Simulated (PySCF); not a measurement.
**The second ionisation energy along the 5p block**

All values are computed (PySCF 2.14, energy differences of UHF-based or UKS calculations, no spin-orbit coupling). Values in eV. The last column holds reference values (NIST; (s) semi-empirical, (t) theoretical, else measured). Unmarked ones compare directly (S terms, centres of terms, or small fine structure); those marked * lie between the lowest fine-structure levels and include a spin-orbit shift.

| element | configurations | PBE | PBE0 | r2SCAN | MP2 (valence) | MP2 (valence and next inner shell) | CCSD(T) (valence) | reference |
| --- | --- | --- | --- | --- | --- | --- | --- | --- |
| In (aug-cc-pwCVTZ-DK3, spin-free X2C) | [Kr] 4d10 5s2 → [Kr] 4d10 5s1 | 18.975 | 18.662 | 18.696 | 17.665 | 18.930 | 17.912 | 18.870 |
| Sn (aug-cc-pwCVTZ-DK3, spin-free X2C) | [Kr] 4d10 5s2 5p1 → [Kr] 4d10 5s2 | 14.228 | 14.266 | 14.380 | 13.965 | 14.142 | 14.046 | 14.282 |
| Sb (aug-cc-pwCVTZ-DK3, spin-free X2C) | [Kr] 4d10 5s2 5p2 → [Kr] 4d10 5s2 5p1 | 16.471 | 16.534 | 16.648 | 16.330 | 16.540 | 16.386 | 16.626 ± 0.025 * |
| Te (aug-cc-pwCVTZ-DK3, spin-free X2C) | [Kr] 4d10 5s2 5p3 → [Kr] 4d10 5s2 5p2 | 18.745 | 18.847 | 18.988 | 18.772 | 18.992 | 18.784 | 18.6 ± 0.4 * |
| I (aug-cc-pwCVTZ-DK3, spin-free X2C) | [Kr] 4d10 5s2 5p4 → [Kr] 4d10 5s2 5p3 | 18.738 | 18.753 | 18.753 | 18.327 | 18.495 | 18.488 | 18.750 |
| Xe (aug-cc-pwCVTZ-DK3, spin-free X2C) | [Kr] 4d10 5s2 5p5 → [Kr] 4d10 5s2 5p4 | 21.065 | 21.111 | 21.106 | 20.822 | 21.021 | 20.879 | 20.975 (s) * |

| method | elements | mean error (eV) | mean absolute error (eV) | largest error (eV) |
| --- | --- | --- | --- | --- |
| PBE | 3 | 0.013 | 0.057 | 0.105 |
| PBE0 | 3 | -0.074 | 0.076 | -0.209 |
| r2SCAN | 3 | -0.024 | 0.092 | -0.174 |
| MP2 (valence) | 3 | -0.648 | 0.648 | -1.205 |
| MP2 (valence and next inner shell) | 3 | -0.112 | 0.151 | -0.254 |
| CCSD(T) (valence) | 3 | -0.485 | 0.485 | -0.958 |

Errors include the incompleteness of the basis and the frozen core.

"Valence" correlates the outer s and p shells and, in groups 3 to 12 and the f block, the outer d or f shell, open or full, or the next shell where the ion has no valence electron left; the wider scheme adds the next inner shell.
